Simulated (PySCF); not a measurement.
Cartesian coordinates (Å):
```xyz
11

Ti     0.0014     0.0079    -0.0052
Cl     0.0988     1.9185    -1.0818
Cl    -1.4691    -0.1850     1.6131
C     -0.3393    -1.4794    -1.3659
H      0.4580    -1.4412    -2.1395
H     -1.3319    -1.3327    -1.8426
H     -0.3164    -2.4577    -0.8390
C      1.8541    -0.3962     0.7587
H      1.8351    -1.4086     1.2173
H      2.1161     0.3597     1.5293
H      2.5964    -0.3632    -0.0679
```
Charge 0, spin multiplicity 1.

Q: Predict the LUMO, charge on the central atom (meta-Löwdin) and HOMO–LUMO gap from PBE-D3(BJ)/def2-TZVP // PBE-D3(BJ)/def2-SVP (PySCF).

A: 
```yaml
LUMO: -3.71 eV
charge on the central atom (meta-Löwdin): 1.13 e
HOMO–LUMO gap: 3.26 eV
```
